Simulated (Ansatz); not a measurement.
Mulliken charges of `O/C(Cl)=C/[SiH3]` from ωB97M-V/def2-TZVPP in Ansatz (PBE0-D4/def2-TZVP geometry).

```json
{"atom": "O1", "x (Å)": "-1.752", "y (Å)": "1.652", "z (Å)": "0.411", "charge (e)": "-0.246"}
{"atom": "C2", "x (Å)": "-0.770", "y (Å)": "0.743", "z (Å)": "0.468", "charge (e)": "0.197"}
{"atom": "Cl3", "x (Å)": "-0.266", "y (Å)": "0.363", "z (Å)": "2.087", "charge (e)": "-0.065"}
{"atom": "C4", "x (Å)": "-0.215", "y (Å)": "0.171", "z (Å)": "-0.594", "charge (e)": "-0.293"}
{"atom": "Si5", "x (Å)": "1.141", "y (Å)": "-1.086", "z (Å)": "-0.531", "charge (e)": "0.194"}
{"atom": "H6", "x (Å)": "-1.997", "y (Å)": "1.927", "z (Å)": "1.300", "charge (e)": "0.194"}
{"atom": "H7", "x (Å)": "-0.619", "y (Å)": "0.494", "z (Å)": "-1.550", "charge (e)": "0.105"}
{"atom": "H8", "x (Å)": "1.470", "y (Å)": "-1.476", "z (Å)": "-1.926", "charge (e)": "-0.035"}
{"atom": "H9", "x (Å)": "0.727", "y (Å)": "-2.300", "z (Å)": "0.222", "charge (e)": "-0.025"}
{"atom": "H10", "x (Å)": "2.364", "y (Å)": "-0.539", "z (Å)": "0.115", "charge (e)": "-0.025"}
```

Task: By hand: the dipole of these point charges (1 e Å = 4.8032 D).

Result: Σ q r = (0.000, 0.004, 0.075) e Å, of length 0.075 e Å = 0.36 D.

Task: How does the dipole of the full density compare? (An estimate is asked.)

Result: Computed: (-0.204, 0.200, 0.183) e Å, 1.63 D; the point charges give 0.22 times that, at 55° from its direction.

Point charges leave out the atoms' own dipoles, such as those of lone pairs, and Mulliken's split depends on the basis, so the two needn't agree.
